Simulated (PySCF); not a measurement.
# Si4H10O3

The system: Si4H10O3, a molecule drawn as a unit of a network glass or zeolite (built as: Si Si Si Si, H ends, O bridges); neutral, singlet. The structure, one conformer, was relaxed in the gas phase by PBE0-D3(BJ)/def2-SVP. No frequency run checks that it is a minimum.

SMILES: [SiH3]O[SiH](O[SiH3])O[SiH3]

```tsv
atom	x (Å)	y (Å)	z (Å)
Si1	-0.924	2.304	0.514
O2	-0.928	1.370	-0.859
Si3	-0.566	-0.119	-1.457
O4	-1.233	-1.274	-0.494
Si5	-1.165	-1.997	1.000
O6	1.068	-0.311	-1.495
Si7	2.451	-0.229	-0.579
H8	-2.101	1.969	1.369
H9	-0.987	3.736	0.111
H10	0.329	2.057	1.293
H11	-1.104	-0.245	-2.819
H12	-2.468	-2.669	1.261
H13	-0.915	-0.963	2.052
H14	-0.062	-3.002	1.035
H15	2.183	-0.763	0.792
H16	2.910	1.186	-0.466
H17	3.505	-1.050	-1.237
```

Shieldings: GIAO PBE0/pcSseg-1. Shifts are against computed references at the same level: H TMS (σ 31.27 ppm), Si TMS (σ 352.0 ppm). Core levels by delta-SCF with SCAN, pcX-2 on the ionised atom and pcseg-1 elsewhere, spin-free X2C (2p3/2 is the spin-free 2p value less a third of a first-order spin-orbit splitting); from the vacuum level, for chosen atoms.

Give the NMR and core-level values of the distinct atoms.


```json
{"atoms": "Si1", "bonded to": "1 O + 3 H", "σ (ppm)": "391.2", "δ (ppm)": "-39.2", "core level (eV)": "2p3/2 107.70"}
{"atoms": "O2 O6", "bonded to": "2 Si", "σ (ppm)": "278.6", "δ (ppm)": "-", "core level (eV)": "1s 537.99"}
{"atoms": "Si3", "bonded to": "3 O + 1 H", "σ (ppm)": "423.8", "δ (ppm)": "-71.8", "core level (eV)": "2p3/2 108.30"}
{"atoms": "O4", "bonded to": "2 Si", "σ (ppm)": "279.1", "δ (ppm)": "-", "core level (eV)": "1s 537.99"}
{"atoms": "Si5", "bonded to": "1 O + 3 H", "σ (ppm)": "391.0", "δ (ppm)": "-39.1", "core level (eV)": "2p3/2 107.68"}
{"atoms": "Si7", "bonded to": "1 O + 3 H", "σ (ppm)": "391.2", "δ (ppm)": "-39.2", "core level (eV)": "-"}
{"atoms": "H8 H9 H10", "bonded to": "1 Si", "σ (ppm)": "26.12", "δ (ppm)": "5.15", "core level (eV)": "-"}
{"atoms": "H11", "bonded to": "1 Si", "σ (ppm)": "27.09", "δ (ppm)": "4.18", "core level (eV)": "-"}
{"atoms": "H12 H13 H14", "bonded to": "1 Si", "σ (ppm)": "26.11", "δ (ppm)": "5.16", "core level (eV)": "-"}
{"atoms": "H15 H16 H17", "bonded to": "1 Si", "σ (ppm)": "26.11", "δ (ppm)": "5.16", "core level (eV)": "-"}
```

Values are those of this one static structure, with the three H of a rotating XH3 group averaged; atoms that internal rotation interchanges would show their mean in an NMR spectrum.

Which of Si1, Si3, Si5 holds its core electrons tightest, and by how much against the loosest?

Si3 (bonded to 3 O + 1 H), by 0.62 eV over Si5 (bonded to 1 O + 3 H).

By CAM-B3LYP/def2-SVPD (TDDFT singlets, Tamm-Dancoff triplets, ionisation by delta-SCF), where does absorption start, and what does vertical ionisation take?

The first singlet with intensity lies at 7.69 eV (f 0.004); what lies below it is dark. The lowest singlet lies at 7.49 eV (f 0.000), the strongest of the first 6 at 7.99 eV (f 0.012), the lowest triplet at 7.15 eV; vertical ionisation takes 10.78 eV.
